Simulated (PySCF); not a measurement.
**Germanium: a sound run and one with changed settings**

Sound run: Ge [Ar] 3d10 4s2 4p2, Ge⁺ [Ar] 3d10 4s2 4p1. Computed with PySCF 2.14 in x2c-SVPall, with scalar relativity by spin-free X2C-1e. The sound run starts from symmetry-adapted Hartree-Fock orbitals and uses a fine grid where one is needed.

Changed run: 6 angular points. This setting is unsound on purpose.

```tsv
species	method	sound run (hartree)	changed run (hartree)	converged
Ge	UHF	-2096.68569	-2096.68569	yes
Ge	r2SCAN	-2098.33993	-2101.66263	yes
Ge	LDA	-2095.05972	-2097.27837	yes
Ge⁺	UHF	-2096.41326	-2096.41326	yes
Ge⁺	r2SCAN	-2098.04375	-2101.37757	yes
Ge⁺	LDA	-2094.76588	-2096.98401	yes
```

Ionisation energy of Ge:

```json
{"method": "UHF", "sound run (eV)": "7.413", "changed run (eV)": "7.413"}
{"method": "LDA", "sound run (eV)": "7.996", "changed run (eV)": "8.010"}
```

A coarse angular grid integrates products of high-l functions wrongly, so density functionals can shift, and the SCF can exploit the error; Hartree-Fock and MP2 need no grid.

For comparison, NIST gives 7.899 eV between the lowest levels.
